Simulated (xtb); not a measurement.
xtb input (GFN1-xTB):

```bash
xtb mol.xyz --gfn 1 --sp --chrg 1 --uhf 0
```
mol.xyz:
```
4

Se    -1.69381199     0.00471556     0.09582706
C      0.09056619     0.03122959    -0.03337844
Se     1.73187779    -0.04283810    -0.06386097
H     -1.83763439     1.10878856    -0.88657641
```

End of the output:

```
         :::::::::::::::::::::::::::::::::::::::::::::::::::::
         ::                     SUMMARY                     ::
         :::::::::::::::::::::::::::::::::::::::::::::::::::::
         :: total energy              -8.791728365310 Eh    ::
         :: gradient norm              0.038523866744 Eh/a0 ::
         :: HOMO-LUMO gap              2.377642803703 eV    ::
         ::.................................................::
         :: SCC energy                -8.852898677631 Eh    ::
         :: -> electrostatic           0.148798942848 Eh    ::
         :: repulsion energy           0.062512366031 Eh    ::
         :: dispersion energy         -0.001342053711 Eh    ::
         :: halogen bond corr.         0.000000000000 Eh    ::
         :: add. restraining           0.000000000000 Eh    ::
         :: total charge               1.000000000000 e     ::
         :::::::::::::::::::::::::::::::::::::::::::::::::::::

           -------------------------------------------------
          |                Property Printout                |
           -------------------------------------------------

    * Orbital Energies and Occupations

         #    Occupation            Energy/Eh            Energy/eV
      -------------------------------------------------------------
         1        2.0000           -1.2035328             -32.7498
         2        2.0000           -1.1921164             -32.4391
         3        2.0000           -0.8619510             -23.4549
         4        2.0000           -0.7853501             -21.3705
         5        2.0000           -0.7650130             -20.8171
         6        2.0000           -0.7533061             -20.4985
         7        2.0000           -0.7262876             -19.7633
         8        2.0000           -0.6780893             -18.4517 (HOMO)
         9                         -0.5907125             -16.0741 (LUMO)
        10                         -0.5711963             -15.5430
        11                         -0.4797156             -13.0537
        12                         -0.4388183             -11.9409
        13                         -0.4016208             -10.9287
        14                         -0.3449485              -9.3865
        15                         -0.3449199              -9.3857
        16                         -0.3370896              -9.1727
Note: The following floating-point exceptions are signalling: IEEE_DENORMAL
normal termination of xtb
        17                         -0.3368309              -9.1656
        18                         -0.3365084              -9.1569
        19                         -0.3264223              -8.8824
       ...                                ...                  ...
        24                          0.5755005              15.6602
      -------------------------------------------------------------
                  HL-Gap            0.0873768 Eh            2.3776 eV
             Fermi-level           -0.6344009 Eh          -17.2629 eV

  Mulliken/CM5 charges         n(s)   n(p)   n(d)
     1Se    0.25574  0.21516   1.941  3.819 -0.016
     2C     0.19802  0.17978   1.216  2.586  0.000
     3Se    0.33879  0.34821   1.934  3.734 -0.006
     4H     0.20745  0.25685   0.793  0.000  0.000

Wiberg/Mayer (AO) data.
largest (>0.10) Wiberg bond orders for each atom

 ---------------------------------------------------------------------------
     #   Z sym  total        # sym  WBO       # sym  WBO       # sym  WBO
 ---------------------------------------------------------------------------
     1  34 Se   2.582 --     2 C    1.422     4 H    0.895     3 Se   0.266
     2   6 C    3.890 --     3 Se   2.450     1 Se   1.422
     3  34 Se   2.762 --     2 C    2.450     1 Se   0.266
     4   1 H    0.959 --     1 Se   0.895
 ---------------------------------------------------------------------------

Topologies differ in total number of bonds
Writing topology from bond orders to xtbtopo.mol

 dipole moment from electron density (au)
     X       Y       Z
  -0.2128   0.3401  -0.2927  total (Debye):    1.262

           -------------------------------------------------
          | TOTAL ENERGY               -8.791728365310 Eh   |
          | GRADIENT NORM               0.038523866744 Eh/α |
          | HOMO-LUMO GAP               2.377642803703 eV   |
           -------------------------------------------------

------------------------------------------------------------------------
------------------------------------------------------------------------
 total:
 SCF:
```

It need not be the lowest isomer of its formula.
